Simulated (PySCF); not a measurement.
Job file and geometry (Å, from PBE0-D3(BJ)/def2-SVP) of an NMR shielding run on Cl2Na2, GIAO PBE0/pcSseg-1 NMR shielding, non-relativistic, gas phase in PySCF 2.14.0, density-fitted response routines; density fitting, a coarse starting grid and PySCF grid level 2 are the driver's defaults:

```
{"job": {"kind": "nmr", "xc": "PBE0", "basis": "pcSseg-1"}, "charge": 0, "multiplicity": 1}
Na    -1.443921     0.060924    -0.664914
Cl    -0.799949    -0.583783     1.675985
Na     1.444425    -0.063298     0.665566
Cl     0.799455     0.586157    -1.676648
```

Task: Write the output of this run.

Result: 
```
coarse grid: 6496 points
cycle   1  E = -1244.5612878649  dE = -1.242e-01  |g| = 4.412e-01  |ddm| = 1.199e+00
cycle   2  E = -1244.5678713713  dE = -6.584e-03  |g| = 4.867e-01  |ddm| = 1.142e+00
cycle   3  E = -1244.6239151449  dE = -5.604e-02  |g| = 2.414e-02  |ddm| = 5.202e-01
cycle   4  E = -1244.6240572154  dE = -1.421e-04  |g| = 2.867e-03  |ddm| = 2.717e-02
cycle   5  E = -1244.6240589394  dE = -1.724e-06  |g| = 1.245e-03  |ddm| = 3.730e-03
final grid: 46120 points
cycle   6  E = -1244.6455188410  dE = -2.053e-05  |g| = 5.879e-03  |ddm| = 1.060e-02
cycle   7  E = -1244.6455197759  dE = -9.348e-07  |g| = 4.351e-03  |ddm| = 6.890e-03
cycle   8  E = -1244.6455224770  dE = -2.701e-06  |g| = 3.453e-04  |ddm| = 3.754e-03
cycle   9  E = -1244.6455225086  dE = -3.160e-08  |g| = 8.146e-05  |ddm| = 4.664e-04
cycle  10  E = -1244.6455225094  dE = -8.292e-10  |g| = 4.138e-06  |ddm| = 5.232e-05
converged SCF energy = -1244.6455225094

GIAO shielding tensors (ppm)
atom      isotropic    diamagn.    paramagn.     s11        s22        s33       span
  0 Na     551.095     628.028     -76.933    514.368    549.709    589.207     74.839
  1 Cl    1126.400    1148.708     -22.308   1074.953   1095.473   1208.775    133.822
  2 Na     551.247     628.019     -76.771    514.599    549.921    589.221     74.622
  3 Cl    1126.537    1148.701     -22.165   1075.103   1095.553   1208.953    133.850
```

Size and cost of the density-fitted run: 80 basis functions, 2.2 s wall time on 1 thread of an x86-64 server CPU, shared host.
